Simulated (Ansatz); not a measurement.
Molecule: sum formula GeIF₃, net charge 0, singlet state. SMILES: [F][Ge]([F])([F])[I]
Geometry: optimised at B3LYP-D3(BJ)/def2-TZVP (Ansatz, a quantum-chemistry and plane-wave program).

Quantity: atomisation energy (electronic, to ground-state atoms), in eV. Cores are frozen in the correlated levels unless marked. UHF or UKS for open shells. No spin-orbit coupling. Frozen are the shells of the preceding noble gas and the d and f shells that filled before the atom's block. In def2 rows, elements after Kr have scalar-relativistic effective core potentials. STO-3G rows are all-electron and non-relativistic. The coupled-cluster limit lacks core correlation, which all-electron functionals hold. Basis-set limits of correlation are two-point, X^-3; Hartree-Fock from the larger set. [CCSD(T)-MP2]/basis is that difference in the basis named.

| level | program | atomisation energy (eV) | minus last row |
|---|---|---|---|
| HF/STO-3G | Ansatz | 10.36 | -7.49 |
| PBE/def2-TZVPD | Ansatz | 17.88 | 0.03 |
| PBE0/def2-QZVPP | Ansatz | 17.15 | -0.70 |
| r2SCAN0-D4/def2-TZVPD | Ansatz + dftd4 | 16.87 | -0.98 |
| SCS-MP2/STO-3G | Ansatz | 12.50 | -5.35 |
| RI-MP2/CBS(def2-TZVPPD,def2-QZVPPD)+[CCSD(T)-MP2]/def2-SVPD | Ansatz | 17.85 | 0.00 |
| CCSD(T)/CBS(def2-TZVPPD,def2-QZVPPD) | Ansatz | 17.85 | 0.00 |
